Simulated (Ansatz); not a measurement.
C5H13GaO, SMILES `CCO[C](C)(C)[GaH2]`. Charge 0, multiplicity 1. Correlated methods include outer-core shells of Ga, which these sets cover unevenly. Scalar relativity is left out up to krypton.

Z-matrix (Å, degrees):
```
C
C 1 1.507
H 1 1.091 2 110.6
H 1 1.092 2 110.3 3 119.8
H 1 1.092 2 110.5 3 -120.4
O 2 1.400 1 108.9 3 -60.4
H 2 1.099 1 110.4 3 177.3
H 2 1.108 1 109.9 3 60.0
C 6 1.423 2 115.3 1 167.6
C 9 1.520 6 111.7 2 65.0
C 9 1.521 6 105.1 2 -175.8
Ga 9 2.019 6 110.8 2 -62.3
H 10 1.097 9 110.0 6 55.6
H 10 1.092 9 110.3 6 175.0
H 10 1.092 9 112.9 6 -65.1
H 11 1.093 9 111.3 6 178.5
H 11 1.097 9 109.9 6 -62.2
H 11 1.093 9 111.5 6 56.7
H 12 1.578 9 120.3 6 162.2
H 12 1.575 9 120.1 6 -24.2
```

Question: Give the diagnostics of a CCSD(T)/def2-TZVPP run (frozen core, Ansatz 0.2.0). (An estimate is asked.)

Answer: Computed: T1 = 0.0118, largest single amplitude 0.015, largest double 0.021, (T) share of the correlation energy 3.9 %, 10 CCSD cycles. The RHF solution is stable towards an unrestricted one. T1 lies under the customary mark of 0.02 for closed shells.
